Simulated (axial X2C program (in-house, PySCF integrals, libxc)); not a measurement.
**Bond lengths and stretching modes, held linear, of ZrNC⁺**

Computed with an in-house all-electron X2C program for linear molecules (integrals from PySCF): two-component X2C with atomic mean-field Coulomb and Gaunt terms, Gaussian nuclei, basis Zr dyall-v3z, N dyall-av3z, C dyall-v3z with contracted cores. Spin-free rows use the one-electron spin-free X2C Hamiltonian.

Masses Zr 89.905, N 14.003, C 12.000 u. States: 2c Ω = 1 (beyond evenly filled blocks: ω = -1/2, ω = 3/2); spin-free M_S = 1, Λ = 2 (beyond evenly filled blocks: σα, δ+α).

HF, 2c: energies above the lowest point

| r(Zr–N) (Å) | r(N–C) (Å) | E (meV) |
| --- | --- | --- |
| 1.9246 | 1.1671 | 94.69 |
| 1.9246 | 1.1970 | 113.79 |
| 1.9246 | 1.2269 | 218.12 |
| 1.9740 | 1.1671 | 17.30 |
| 1.9740 | 1.1970 | 42.94 |
| 1.9740 | 1.2269 | 153.76 |
| 1.9740 | 1.2569 | 335.33 |
| 2.0233 | 1.1671 | 0.00 |
| 2.0233 | 1.1970 | 31.72 |
| 2.0233 | 1.2269 | 148.55 |
| 2.0727 | 1.1970 | 68.28 |
| 2.0727 | 1.2569 | 383.79 |

Q: Fit a quadratic surface with cubic terms in each bond: where is the minimum, and what are the two stretching wavenumbers?

A: At HF, 2c: bonds 2.014 and 1.172 Å; harmonic stretches 521.7 and 2146.8 cm⁻¹; force constants 3.28, 17.4 and coupling 0.65 mdyn/Å.

The other levels and Hamiltonians give:

```csv
Hamiltonian,level,r(Zr–N) (Å),r(N–C) (Å),lower stretch (cm⁻¹),upper stretch (cm⁻¹)
2c,PBE0,1.973,1.196,543.3,2004.8
2c,MP2,1.979,1.207,546.6,1947.0
spin-free,PBE0,1.974,1.196,543.9,2004.4
spin-free,HF,2.013,1.172,523.7,2146.5
spin-free,TPSSh,1.984,1.202,536.7,1961.8
spin-free,MP2,1.979,1.207,547.8,1946.7
```

Each state is one determinant, the lowest of a limited PBE0 search; the stretches come from a fit to these few points and carry an uncertainty of a few per cent. Other orders of the atoms were not compared. Left out for rough or failed fits: TPSSh 2c. MP2 freezes inner shells (threshold -2 hartree). The molecule was held linear; bending was not examined, so a bent shape may lie lower. Open-shell Ω = 0 determinants with evenly filled partner blocks cannot be reached by this program, so the Ω shown need not be the lowest component. Note: functional without a current term on a determinant with orbital currents, of the molecule or an atom. Note: several unpaired electrons, one determinant need not be a pure state.
